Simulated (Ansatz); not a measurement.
The cluster CuAg₂, relaxed as a quartet with UKS PBE-D4/def2-TZVP in Ansatz, starting from the PBE-D4/def2-TZVP geometry of the neutral doublet. Force threshold 0.02 eV/Å.

In the def2 sets Ag takes a core potential; there is no spin–orbit coupling. At PBE-D4/def2-TZVP a doublet of charge 0 lies 2.21 eV below the quartet, each at its own geometry. The structure comes from a short search, and lower isomers may exist.

Start:

```xyz
3

Ag   -0.274    1.160    1.836
Ag    1.008   -1.228   -1.506
Cu   -0.734    0.068   -0.330
```

```tsv
step	energy (eV)	largest force component (eV/Å)	SCF passes
1	-52632.9717	0.926	44
2	-52633.1163	0.386	32
3	-52633.1778	0.115	38
4	-52633.2279	0.137	37
5	-52633.2925	0.189	36
6	-52633.3604	0.199	34
7	-52633.3795	0.158	27
8 (rejected)	-52633.3529	0.458	39
9	-52633.3952	0.076	34
10	-52633.3972	0.056	35
11	-52633.3984	0.002	27
```

Force components are those of the run's own axes.

End:

Cartesian coordinates in Å:
```
Ag 0.2679 0.7359 1.4343
Ag 1.1275 -0.8652 -0.8068
Cu -1.3954 0.1293 -0.6276
```

Bonds formed: Ag1–Ag2 (atoms count from 1).

No frequencies were taken in this run, so the end may be a saddle point.

Hardware: 4 threads of Intel Xeon on a shared host. Wall time 15 s.
